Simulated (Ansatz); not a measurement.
`O[SiH2][O][GeH3]` and `O[SiH2]O[SiH2]Cl` differ in one atom or group.

Ansatz, PBE0-D4/def2-TZVP geometries, multiplicity 1. Each molecule was computed in one conformer, which needn't be the lowest.

Scalar relativity is left out up to krypton.

```tsv
property	`O[SiH2][O][GeH3]`
size of the dipole moment (ωB97M-V/def2-TZVPP) / D	1.40
zero-point energy (PBE0-D4/def2-TZVP) / kJ/mol	157.0
HOMO energy (PBE/def2-TZVPP) / eV	-7.11
LUMO energy (ωB97M-V/def2-TZVPP) / eV	1.80
LUMO energy (PBE0/def2-TZVPP) / eV	0.07
HOMO–LUMO gap (B3LYP/def2-TZVPP) / eV	8.16
```

(1) What does the change do to each property? (An estimate is asked.)

## Answers

(1) The calculation gave: 
```tsv
property	`O[SiH2]O[SiH2]Cl`	shift
size of the dipole moment (ωB97M-V/def2-TZVPP) / D	0.66	-0.74
zero-point energy (PBE0-D4/def2-TZVP) / kJ/mol	147.2	-9.8
HOMO energy (PBE/def2-TZVPP) / eV	-7.37	-0.26
LUMO energy (ωB97M-V/def2-TZVPP) / eV	1.95	0.15
LUMO energy (PBE0/def2-TZVPP) / eV	0.24	0.17
HOMO–LUMO gap (B3LYP/def2-TZVPP) / eV	8.62	0.46
```

With PBE0 the HOMO falls by 0.25 eV and the LUMO rises by 0.17 eV, so the gap widens by about 0.42 eV. PBE moves the HOMO by -0.26 eV and ωB97M-V by -0.22 eV. Dipoles are sizes alone; their direction can turn.

B3LYP here is the variant with VWN-RPA as its local correlation; programs differ in this.
